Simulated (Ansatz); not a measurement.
Reactions of C₂H₆GeOSi, SMILES `[OH][GeH2][C]#C[SiH3]`.

Computed with Ansatz on PBE0-D4/def2-TZVP structures; ΔE is electronic, products minus reactants. CCSD(T)/CBS is the MP2 limit (def2-TZVPP, def2-QZVPP) plus CCSD(T) − MP2 in def2-TZVPP, frozen cores. This one scheme is used for every species. Functionals use def2-TZVPP. def2 core potentials past Kr. For Cd, Ge, Sn outer-core shells are correlated without core-valence functions, which leaves a few kJ/mol of doubt a bond. Scalar relativity is left out up to krypton. Each species was taken in one conformer, which may not be the lowest.

| reaction | PBE0-D4 (kcal/mol) | PBE-D4 (kcal/mol) |
| --- | --- | --- |
| `[OH][GeH2][C]#C[SiH3]` + H₂ → `[OH][GeH3]` + `C#C[SiH3]` | 0.5 | 1.1 |
| `[OH][GeH2][C]#C[SiH3]` → `[SiH3]C#C[O][GeH3]` | 17.1 | 16.1 |
| `[OH][GeH2][C]#C[SiH3]` + CH₃NH₂ → `C[NH][GeH2][OH]` + `C#C[SiH3]` | 1.5 | 1.2 |
| `[OH][GeH2][C]#C[SiH3]` + CH₄ → `CC#[C][GeH2][OH]` + SiH₄ | 12.0 | 12.1 |
| `[OH][GeH2][C]#C[SiH3]` + `NC[SiH2]S` → `NC[SiH2]S[SiH3]` + `C#[C][GeH2][OH]` | -6.3 | -6.3 |
| `[OH][GeH2][C]#C[SiH3]` + `[OH][Cd][O][SiH3]` → `[SiH3][O][Cd][O][SiH3]` + `C#[C][GeH2][OH]` | -13.4 | -11.2 |
| `[OH][GeH2][C]#C[SiH3]` + `N[SiH](O)O` → `[NH2][GeH2][OH]` + `O[SiH](O)C#C[SiH3]` | 9.3 | 8.5 |
| `[OH][GeH2][C]#C[SiH3]` + `[SH][SnH3]` → `[OH][GeH2][SnH3]` + `[SiH3]C#CS` | 15.2 | 12.9 |
| `[OH][GeH2][C]#C[SiH3]` + `O[SiH2]N[Si](O)(O)O` → `O[SiH2]C#[C][GeH2][OH]` + `O[SiH2]N[SiH](O)O` | 7.1 | 6.2 |
| `[OH][GeH2][C]#C[SiH3]` + H₂ → `C#[C][GeH2][OH]` + SiH₄ | 4.6 | 5.5 |

(1) Give the CCSD(T)/CBS values in the same order. (Estimate.)

Largest T1 diagnostic: 0.016, for `[OH][Cd][O][SiH3]`.

Results:

(1) Computed: 1.4, 22.7, 0.5, 14.1, -5.4, -15.3, 9.7, 19.5, 6.7, 4.8 kcal/mol.
